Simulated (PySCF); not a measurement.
A GIAO shielding run with PySCF 2.14.0 with density-fitted response routines (density fitting, non-relativistic, gas phase) on SMILES C#C[C@H](CC=C)CB(O)O, C$_{7}$H$_{11}$BO$_{2}$:

```
$ OMP_NUM_THREADS=1 python probes_run.py task.json out

{"job": {"kind": "nmr", "xc": "B3LYP", "basis": "pcSseg-1", "pop": false}, "charge": 0, "multiplicity": 1}
C     -0.534575    -3.735974     0.337903
C     -0.295947    -2.550194     0.409516
C     -0.024117    -1.114769     0.471701
C     -1.355427    -0.330623     0.462422
C     -1.178316     1.140223     0.657149
C     -1.469786     2.073926    -0.250918
C      0.913286    -0.667376    -0.659290
B      1.542613     0.766681    -0.482879
O      1.739837     1.532102    -1.596623
O      1.954780     1.134838     0.769739
H     -0.740894    -4.788186     0.279836
H      0.481090    -0.915510     1.434370
H     -1.873886    -0.527702    -0.489962
H     -1.996084    -0.732499     1.265520
H     -0.762326     1.450513     1.623548
H     -1.320531     3.138058    -0.047902
H     -1.871050     1.807254    -1.233808
H      1.762564    -1.371669    -0.714396
H      0.398228    -0.743225    -1.630256
H      2.161330     2.381756    -1.437418
H      2.359523     2.004873     0.829941
```

Hardware: 1 thread of an Arm Neoverse V2, shared host.

Problem. How large is the calculation?

Solution. 74 electrons, 225 basis functions and 1157 auxiliary functions.

Problem. How long does it take, and how much memory does it need?

Solution. 39 s of wall time, with 15 SCF cycles and 5 response iterations; peak memory 1.2 GiB. Times on a shared host scatter by some tens of per cent.

Problem. And these other runs on the same molecule and hardware: GIAO shielding at PBE0/pcSseg-1?

Solution. PBE0/pcSseg-1: 225 functions, 37 s.
